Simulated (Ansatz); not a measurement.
Ansatz (an electronic-structure program) input (PBE0/def2-SVP):

Ansatz 0.2 input:
```yaml
crystal:
  periodic: [false, false, false]
  atoms:
    - {symbol: B, position_ang: [-0.13719713, 0.01581645, 0.07954862]}
    - {symbol: N, position_ang: [1.24069437, -0.10311207, -0.68857807]}
    - {symbol: N, position_ang: [-0.63678429, -1.18306481, 0.57291477]}
    - {symbol: N, position_ang: [-0.67506311, 1.29355828, 0.15600212]}
    - {symbol: H, position_ang: [1.65658546, 0.80481701, -0.89940789]}
    - {symbol: H, position_ang: [1.92821914, -0.62675807, -0.14220686]}
    - {symbol: H, position_ang: [-1.51216728, -1.23502638, 1.06982580]}
    - {symbol: H, position_ang: [-0.19658952, -2.08317754, 0.48120373]}
    - {symbol: H, position_ang: [-1.55333563, 1.47703039, 0.61569755]}
    - {symbol: H, position_ang: [-0.26511650, 2.12835646, -0.22748244]}
    - {symbol: H, position_ang: [1.12646135, -0.59599376, -1.57774477]}
basis:
  gaussian:
    orbitals: def2-SVP
hamiltonian:
  xc: {name: PBE0}
total_charge: 1
```

Output:

```
Functional definition: PBE0
integrals: 0.03 GiB planned
1076 factors; their error is unknown
mean field: 0.29 GiB planned
mean field evaluation 1: about -5229.5753 eV, gradient 9.5e1 eV
mean field evaluation 2: about -5222.9666 eV, gradient 1.1e2 eV
mean field evaluation 4: about -5247.4114 eV, gradient 3.2e0 eV
mean field evaluation 8: about -5247.4338 eV, gradient 5.3e-2 eV
mean field -5247.42108678 eV, -192.8391681094 hartree, gradient 5.4e-5 eV, S^2 0.000000; 0 other end points of the search recorded, 0 dependent functions left out
reference -5247.42110993 eV, -192.8391689600 hartree; 16, 16 occupied and 75, 75 virtual orbitals, 1076 factors
Total energy: -5247.42110993 eV, -192.8391689600 hartree
```

It need not be the lowest isomer of its formula.
